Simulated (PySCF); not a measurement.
OSr (SMILES [O]=[Sr]), singlet, at a GFN2-xTB geometry (such geometries of metal compounds can be far from the true shape) (core potentials on Sr). Base run: TPSS/def2-SVP run with PySCF.

PySCF was given this input:
```python
from pyscf import gto, scf, dft

mol = gto.M(
    atom='''
Sr   -0.00000000   -0.00000000   -0.34796338
O     0.00000000    0.00000000    1.65282606
''',
    basis='def2-svp',
    ecp={'Sr': 'def2-svp'},
    verbose=4,
)

mf = dft.RKS(mol)
mf.xc = 'tpss'
mf.kernel()
mf.analyze()
```

The base run was repeated with changes; each row names its change, and settings that it needs were set with it.

```json
[
 {"change": "base", "E (Eh)": "-105.84471", "HOMO (eV)": "-3.63", "HOMO-LUMO gap (eV)": "1.36", "dipole (D)": "7.91", "core-seconds (rough)": "3"},
 {"change": "functional = wb97x", "E (Eh)": "[?]", "HOMO (eV)": "-6.54", "HOMO-LUMO gap (eV)": "[?]", "dipole (D)": "[?]", "core-seconds (rough)": "2"},
 {"change": "functional = lc_wpbe", "E (Eh)": "[?]", "HOMO (eV)": "[?]", "HOMO-LUMO gap (eV)": "[?]", "dipole (D)": "[?]", "core-seconds (rough)": "2"},
 {"change": "functional = b3lyp; dispersion = d3zero", "E (Eh)": "[?]", "HOMO (eV)": "[?]", "HOMO-LUMO gap (eV)": "[?]", "dipole (D)": "[?]", "core-seconds (rough)": "2"},
 {"change": "functional = o3lyp", "E (Eh)": "-105.83941", "HOMO (eV)": "-4.08", "HOMO-LUMO gap (eV)": "1.70", "dipole (D)": "8.39", "core-seconds (rough)": "1"},
 {"change": "functional = bhandhlyp", "E (Eh)": "[?]", "HOMO (eV)": "[?]", "HOMO-LUMO gap (eV)": "[?]", "dipole (D)": "[?]", "core-seconds (rough)": "1"},
 {"change": "functional = mn15", "E (Eh)": "-105.68927", "HOMO (eV)": "-5.16", "HOMO-LUMO gap (eV)": "4.08", "dipole (D)": "9.24", "core-seconds (rough)": "2"},
 {"change": "functional = b3lyp5", "E (Eh)": "-105.77438", "HOMO (eV)": "-4.40", "HOMO-LUMO gap (eV)": "2.30", "dipole (D)": "8.62", "core-seconds (rough)": "2"},
 {"change": "functional = wb97x_v", "E (Eh)": "-105.77104", "HOMO (eV)": "-6.54", "HOMO-LUMO gap (eV)": "6.04", "dipole (D)": "10.04", "core-seconds (rough)": "20"},
 {"change": "functional = pw91,pw91", "E (Eh)": "-105.84017", "HOMO (eV)": "-3.78", "HOMO-LUMO gap (eV)": "1.18", "dipole (D)": "7.71", "core-seconds (rough)": "2"},
 {"change": "functional = tpssh", "E (Eh)": "-105.82542", "HOMO (eV)": "-3.97", "HOMO-LUMO gap (eV)": "1.91", "dipole (D)": "8.40", "core-seconds (rough)": "3"},
 {"change": "functional = scan", "E (Eh)": "-105.81751", "HOMO (eV)": "-3.69", "HOMO-LUMO gap (eV)": "1.67", "dipole (D)": "8.19", "core-seconds (rough)": "2"},
 {"change": "functional = blyp", "E (Eh)": "-105.80276", "HOMO (eV)": "-3.65", "HOMO-LUMO gap (eV)": "1.18", "dipole (D)": "7.59", "core-seconds (rough)": "1"}
]
```

Question: Fill in the missing entries.

Answer: 
- functional = wb97x, E (Eh): -105.79758
- functional = wb97x, HOMO-LUMO gap (eV): 6.21
- functional = wb97x, dipole (D): 10.00
- functional = lc_wpbe, E (Eh): -105.78686
- functional = lc_wpbe, HOMO (eV): -6.73
- functional = lc_wpbe, HOMO-LUMO gap (eV): 6.28
- functional = lc_wpbe, dipole (D): 10.25
- functional = b3lyp; dispersion = d3zero, E (Eh): -105.83980
- functional = b3lyp; dispersion = d3zero, HOMO (eV): -4.48
- functional = b3lyp; dispersion = d3zero, HOMO-LUMO gap (eV): 2.31
- functional = b3lyp; dispersion = d3zero, dipole (D): 8.63
- functional = bhandhlyp, E (Eh): -105.71123
- functional = bhandhlyp, HOMO (eV): -5.58
- functional = bhandhlyp, HOMO-LUMO gap (eV): 4.04
- functional = bhandhlyp, dipole (D): 9.95

Absolute energies of different levels of theory aren't comparable as measures of quality.
